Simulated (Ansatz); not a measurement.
Reaction (hydrogenolysis of the Al–C bond): `C#[C][AlH][CH3]` + H₂ → `C#[C][AlH2]` + CH₄

Program: Ansatz. Geometries: PBE0-D4/def2-TZVP. ΔE: electronic, gas phase. CCSD(T)/CBS adds triple-zeta CCSD(T) − MP2 to the extrapolated MP2 energy (def2 sets, frozen cores). This one scheme is used for every species. DFT in def2-TZVPP. B3LYP here is the variant with VWN-RPA as its local correlation; programs differ in this. HSE06 is defined as in plane-wave codes.

| level | ΔE (kJ/mol) | difference from CCSD(T)/CBS |
| --- | --- | --- |
| PBE-D4 | -18.3 | 2.8 |
| BLYP-D4 | -21.3 | -0.2 |
| r2SCAN-D4 | -18.6 | 2.5 |
| PBE0-D4 | -22.0 | -0.9 |
| B3LYP-D4 | -24.4 | -3.3 |
| r2SCANh-D4 | -19.8 | 1.3 |
| HSE06-D4 | -21.9 | -0.8 |
| CAM-B3LYP-D4 | -26.9 | -5.8 |
| ωB97X-V | -24.8 | -3.7 |
| PBE-QIDH | -23.7 | -2.6 |
| PBE | -21.7 | -0.6 |
| revPBE | -23.8 | -2.7 |
| BLYP | -28.1 | -7.0 |
| r2SCAN | -19.6 | 1.5 |
| PBE0 | -25.0 | -3.9 |
| r2SCANh | -20.9 | 0.2 |
| r2SCAN0 | -22.8 | -1.7 |
| BHLYP | -34.2 | -13.1 |
| LC-ωPBE | -25.3 | -4.2 |
| HF/def2-SVP | -52.3 | -31.2 |
| CCSD/def2-SVP | -38.5 | -17.4 |
| CCSD(T)/def2-SVP | -36.0 | -14.9 |
| HF/def2-TZVPP | -46.1 | -25.0 |
| CCSD/def2-TZVPP | -27.8 | -6.7 |
| CCSD(T)/def2-TZVPP | -23.8 | -2.7 |
| MP2/def2-QZVPP | -17.2 | 3.9 |
| SCS-MP2/def2-QZVPP | -23.7 | -2.6 |
| HF/CBS(def2) | -45.7 | -24.6 |
| MP2/CBS(def2) | -16.2 | 4.9 |
| CCSD/CBS(def2) | -25.1 | -4.0 |
| HF/cc-pV(D+d)Z | -52.9 | -31.8 |
| MP2/cc-pV(D+d)Z | -28.6 | -7.5 |
| CCSD(T)/cc-pV(D+d)Z | -34.7 | -13.6 |
| HF/cc-pV(T+d)Z | -45.9 | -24.8 |
| MP2/cc-pV(T+d)Z | -19.0 | 2.1 |
| CCSD/cc-pV(T+d)Z | -27.8 | -6.7 |
| MP2/cc-pV(Q+d)Z | -17.4 | 3.7 |
| HF/CBS(cc) | -45.7 | -24.6 |
| MP2/CBS(cc) | -16.3 | 4.8 |
| CCSD(T)/CBS(cc) | -21.2 | -0.1 |
| CCSD(T)/CBS | -21.1 | 0 |

Largest T1 diagnostic among the species: 0.013.

From r2SCAN to r2SCAN0 (25 % exact exchange), in def2-TZVPP and without D4, ΔE moves by −3.2 kJ/mol. In def2-TZVPP, CCSD(T) changes the Hartree–Fock value by +22.3 kJ/mol (the triples alone add +4.0 kJ/mol) and MP2 by +27.2 kJ/mol. The D4 term adds +5.5 kJ/mol with B3LYP and +3.1 kJ/mol with PBE0; it sums over pairs of atoms, weighted by their polarisabilities, and B3LYP, whose exchange is more repulsive, gets the larger term.
